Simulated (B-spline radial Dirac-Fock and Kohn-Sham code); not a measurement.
**Satellites and hypersatellites of the K lines of Ru⁶⁺**

System: ruthenium as Ru⁶⁺ in the configuration 1s2 2s2 2p6 3s2 3p6 3d10 4s2 4p6 4d2.

Calculated with a radial B-spline solver, using Dirac-Fock ΔSCF + Breit + QED. Each two-hole energy is an average over J within one jj subconfiguration, not an observable level; in light atoms, where LS coupling holds, the j-resolved values are not observed lines, and for a K spectator the Kα1 hypersatellite is nearly forbidden. The model has no electron correlation.

Lines without a spectator: Kα2 (K-L2) 19147.9 eV, Kα1 (K-L3) 19276.8 eV, Kβ3 (K-M2) 21631.9 eV, Kβ1 (K-M3) 21654.5 eV. Shifts in eV with one spectator hole (a dash: not computed, or left out as unreliable):

| spectator hole | Kα2 | Kα1 | Kβ3 | Kβ1 |
| --- | --- | --- | --- | --- |
| L2 (2p1/2) | +52.5 | +65.6 | – | +141.8 |
| L3 (2p3/2) | +53.6 | +53.1 | +128.9 | – |
| M2 (3p1/2) | – | +6.81 | +16.36 | +19.97 |
| M3 (3p3/2) | +5.30 | – | +17.52 | +16.95 |
| M4 (3d3/2) | +0.58 | -1.61 | – | – |
| M5 (3d5/2) | -1.95 | -0.40 | – | – |

Task: Where does the K-L3 hypersatellite lie, emitted when both K electrons are missing?

Result: +505.6 eV from the normal line, at 19782.4 eV. Removing both K electrons costs 45139.5 eV, which is 690.4 eV more than twice the K binding energy.

With n spectator holes in 2p, averaged over the 2p shell (energies in eV):

```
n     KαLⁿ   step  hypersatellite KαʰLⁿ
0  19233.8      –               19735.4
1  19290.3  +56.5               19793.3
2  19348.1  +57.8               19852.4
3  19407.1  +59.0               19912.8
4  19467.3  +60.3               19974.5
5  19528.9  +61.5               20037.4
```
